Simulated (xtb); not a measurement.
Si(H)(SeH)3 (H4Se3Si), SMILES [SeH][SiH]([SeH])[SeH]. All values are semi-empirical tight-binding results from xtb (GFN2-xTB unless named), good for trends rather than for accurate numbers. Geometry: GFN2-xTB. The values are those of a single conformer.

Computed properties:
```yaml
orbital_gap: 3.66 eV
zero_point_energy: 18.8 kcal/mol
G − E(el) at 298.15 K (modified RRHO): -4.9 kcal/mol
static polarisability (D4 model): 109.6 bohr³
solvation energy, GFN2-xTB/ALPB(water): -3.6 kcal/mol
solvation energy, GFN2-xTB/ALPB(benzene): -5.2 kcal/mol
```
